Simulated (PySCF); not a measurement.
dimethoxyethane (C4H10O2), singlet, at a GFN2-xTB geometry; PBE0/STO-3G in PySCF.

Input for PySCF:
```python
from pyscf import gto, scf, dft

mol = gto.M(
    atom='''
C     2.723918    0.618494   -0.048285
O     1.467993    0.225281    0.437443
C     0.731716   -0.532983   -0.491397
C    -0.663293   -0.785087    0.068050
O    -1.495180    0.298432   -0.269233
C    -2.767254    0.216302    0.316410
H     3.344899   -0.251953   -0.298347
H     3.201048    1.187584    0.746764
H     2.627283    1.248033   -0.941650
H     1.240649   -1.491730   -0.681294
H     0.636639    0.009139   -1.443045
H    -1.074006   -1.718376   -0.349750
H    -0.590880   -0.890623    1.159924
H    -3.295946   -0.691060   -0.004537
H    -2.703255    0.215449    1.411701
H    -3.319462    1.093477   -0.014117
''',
    basis='sto-3g',
    charge=0,
    spin=0,
    verbose=4,
)

mf = dft.RKS(mol)
mf.xc = 'pbe0'
mf.grids.atom_grid = (99, 590)
mf.grids.prune = None
mf.kernel()
```

### Question
Predict the main parts of the log of this PySCF run.

### Answer

```
PySCF version 2.14.0

[INPUT] verbose = 4
[INPUT] num. atoms = 16
[INPUT] num. electrons = 50
[INPUT] charge = 0
[INPUT] spin (= nelec alpha-beta = 2S) = 0
[INPUT] symmetry False subgroup None
[INPUT] Mole.unit = angstrom
[INPUT] Symbol           X                Y                Z      unit          X                Y                Z       unit  Magmom
[...]
nuclear repulsion = 256.162432903971
number of shells = 28
number of NR pGTOs = 120
number of NR cGTOs = 40
basis = sto-3g
ecp = {}

******** <class 'pyscf.dft.rks.RKS'> ********
method = RKS
initial guess = minao
damping factor = 0
level_shift factor = 0
DIIS = <class 'pyscf.scf.diis.CDIIS'>
diis_start_cycle = 1
diis_space = 8
diis_damp = 0
SCF conv_tol = 1e-09
SCF conv_tol_grad = None
SCF max_cycles = 50
direct_scf = True
direct_scf_tol = 1e-13
XC library pyscf.dft.libxc version 7.1.2
    S. Lehtola, C. Steigemann, M. J. T. Oliveira, and M. A. L. Marques,  SoftwareX 7, 1–5 (2018)
XC functionals = pbe0
    C. Adamo and V. Barone,  J. Chem. Phys. 110, 6158 (1999)
    M. Ernzerhof and G. E. Scuseria,  J. Chem. Phys. 110, 5029 (1999)
radial grids:
    Treutler-Ahlrichs [JCP 102, 346 (1995); DOI:10.1063/1.469408] (M4) radial grids

becke partition: Becke, JCP 88, 2547 (1988); DOI:10.1063/1.454033
pruning grids: None
grids dens level: 3
symmetrized grids: False
atomic radii adjust function: <function treutler_atomic_radii_adjust>
User specified grid scheme (99, 590)
small_rho_cutoff = 0
Set gradient conv threshold to 3.16228e-05
Initial guess from minao.
tot grids = 934560
init E= -305.216626639694
[...]
cycle= 1 E= -304.459953313032  delta_E= 0.757  |g|= 0.567  |ddm|= 4.77
[...]
cycle= 2 E= -304.461634233616  delta_E= -0.00168  |g|= 0.603  |ddm|=  1.6
[...]
cycle= 3 E= -304.567665628627  delta_E= -0.106  |g|= 0.0168  |ddm|= 0.799
[...]
cycle= 4 E= -304.567746599198  delta_E= -8.1e-05  |g|= 0.00964  |ddm|= 0.0425
[...]
cycle= 5 E= -304.567777087932  delta_E= -3.05e-05  |g|= 0.000305  |ddm|= 0.0136
[...]
cycle= 6 E= -304.567777120142  delta_E= -3.22e-08  |g|= 0.000144  |ddm|= 0.000698
[...]
cycle= 7 E= -304.567777126618  delta_E= -6.48e-09  |g|= 2.25e-05  |ddm|= 0.000214
[...]
cycle= 8 E= -304.567777126797  delta_E= -1.79e-10  |g|= 1.46e-06  |ddm|= 3.65e-05
[...]
Extra cycle  E= -304.567777126798  delta_E= -9.09e-13  |g|= 6.09e-07  |ddm|= 4.19e-06
converged SCF energy = -304.567777126798
```
